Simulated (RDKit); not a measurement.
Input file for RDKit: UFF on H2 (SMILES [H][H]).

```python
from rdkit import Chem
from rdkit.Chem import AllChem, rdDetermineBonds

blocks = [
'''2

H     0.00000000    0.00000000    0.37198582
H    -0.00000000   -0.00000000   -0.37198582
''',
]
mol = None
for b in blocks:
    f = Chem.MolFromXYZBlock(b)
    rdDetermineBonds.DetermineBonds(f, charge=0)
    mol = f if mol is None else Chem.CombineMols(mol, f)
Chem.SanitizeMol(mol)
print(Chem.MolToSmiles(Chem.RemoveHs(mol)))
ff = AllChem.UFFGetMoleculeForceField(mol, vdwThresh=100.0, ignoreInterfragInteractions=False)
e = ff.CalcEnergy()
print(f'UFF energy {e:.6f} kcal/mol')
```

Program output:

```
[H][H]
UFF energy 0.613758 kcal/mol
```

The run finished.

Cost: very roughly 0.04 core-seconds.
